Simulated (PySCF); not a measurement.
Lowest empty level (eV) of eight silicon and germanium compounds: PBE beside PBE0, computed with PySCF for isolated molecules in the bases named; differences from unrounded values. The eight are the first of their class met in an unordered collection, after screening for sound electronic states; none was chosen by its value. Each molecule has one DFT geometry for both levels.

```tsv
molecule	basis	PBE0	PBE	difference
CF3NOSi, SMILES O=C=N[Si](F)(F)F	def2-TZVP	-0.14	-1.17	-1.03
C2H10N2Si2, SMILES C1N[Si@@H](C[SiH2]1)N	def2-TZVP	0.84	0.04	-0.80
CH11NSi3, SMILES [SiH2]([SiH3])N[SiH2]C	def2-TZVP	-0.23	-1.07	-0.84
C₃H₅ClOSi, SMILES Cl[Si@@H]1CC=CO1	def2-TZVP	0.30	-0.72	-1.02
Cl₃GeHS, SMILES [SH][Ge]([Cl])([Cl])[Cl]	def2-TZVP	-2.30	-3.23	-0.93
C₃H₁₄Si₃, SMILES [SiH3]CC([SiH3])C[SiH3]	def2-TZVP	0.17	-0.65	-0.82
C4H12OSi, SMILES CO[Si@@H](C)CC	def2-TZVP	0.98	0.19	-0.79
FH7OSi3, SMILES O[SiH2][Si@H](F)[SiH3]	def2-TZVP	-1.21	-2.06	-0.85
```

PBE lies below PBE0 in 8 and above it in 0 of the eight; the mean signed difference is -0.89 and the largest -1.03 eV.
